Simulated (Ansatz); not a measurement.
Ge3Se3, relaxed as a singlet with RKS PBE0-D4/def2-SVP in Ansatz, starting from the GFN2-xTB geometry. Force threshold 0.02 eV/Å.

The structure comes from a short search, and lower isomers may exist.

Start:

```csv
atom,x (Å),y (Å),z (Å)
Ge1,1.255,1.011,-0.034
Ge2,0.493,-2.297,0.737
Ge3,-1.537,0.312,-0.389
Se4,-0.517,2.454,-0.784
Se5,-0.175,-0.279,1.888
Se6,0.482,-1.201,-1.418
```

```csv
step,energy (eV),largest force component (eV/Å),SCF passes
1,-365519.7497,0.545,18
2 (rejected),-365519.6694,0.955,20
3,-365519.7978,0.093,22
4 (rejected),-365519.7822,0.511,21
5,-365519.8009,0.023,22
6,-365519.8010,0.006,16
```

Force components are those of the run's own axes.

End:

```xyz
6

Ge    1.266    0.993   -0.026
Ge    0.489   -2.310    0.739
Ge   -1.536    0.285   -0.383
Se   -0.514    2.432   -0.778
Se   -0.169   -0.254    1.828
Se    0.465   -1.146   -1.380
```

By distances, no bond broke or formed. The bond that changes most is Ge3–Se6, from 2.72 to 2.65 Å (atoms count from 1).

No frequencies were taken in this run, so the end may be a saddle point.

Hardware: 4 threads of Arm Neoverse V2 on a shared host. Wall time 43 s, peak host memory 0.9 GiB.
